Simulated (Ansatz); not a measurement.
Hg₄O₅⁻. Total charge -1; doublet. Geometry B3LYP-D4/def2-SVP, that of the neutral singlet.

```xyz
9

Hg   -2.985    2.478    2.135
Hg    1.857    0.578   -0.821
Hg   -2.386   -0.890   -1.020
Hg   -0.815    1.483    0.322
O     0.237   -0.680    1.105
O     0.909    2.339   -0.691
O     2.197   -1.479   -0.673
O    -0.050   -1.779    0.542
O     1.036   -2.049   -0.899
```

In the def2 sets Hg takes a core potential; there is no spin–orbit coupling. The structure holds 2 bonds between oxygen atoms, so isomers without such links may lie far lower. At PBE0-D4/def2-SVP, ωB97X-V/def2-SVP the charge -1 doublet is spin-contaminated (final ⟨S²⟩ up to 1.26, 0.75 for a pure state). The structure comes from a short search, and lower isomers may exist.

Question: Estimate the α-spin orbital energies around the gap (eV) in Ansatz with PBE-D4/def2-SVP, PBE0-D4/def2-SVP, ωB97X-V/def2-SVP.

Answer: 
| orbital | PBE-D4/def2-SVP | PBE0-D4/def2-SVP | ωB97X-V/def2-SVP |
| --- | --- | --- | --- |
| HOMO−5 | -2.99 | -4.16 | -6.30 |
| HOMO−4 | -2.07 | -3.58 | -5.88 |
| HOMO−3 | -1.62 | -3.30 | -5.55 |
| HOMO−2 | -1.53 | -3.02 | -5.33 |
| HOMO−1 | -0.97 | -2.58 | -4.85 |
| HOMO | -0.42 | -1.21 | -2.89 |
| LUMO | 0.65 | 1.98 | 3.86 |
| LUMO+1 | 1.23 | 2.02 | 4.00 |
| LUMO+2 | 1.82 | 2.38 | 4.38 |
| LUMO+3 | 2.03 | 2.65 | 4.40 |
| LUMO+4 | 2.19 | 2.77 | 4.64 |
| LUMO+5 | 3.01 | 3.66 | 5.42 |
| β HOMO | -0.51 | -1.25 | -2.86 |
| β LUMO | 0.01 | 0.62 | 2.22 |
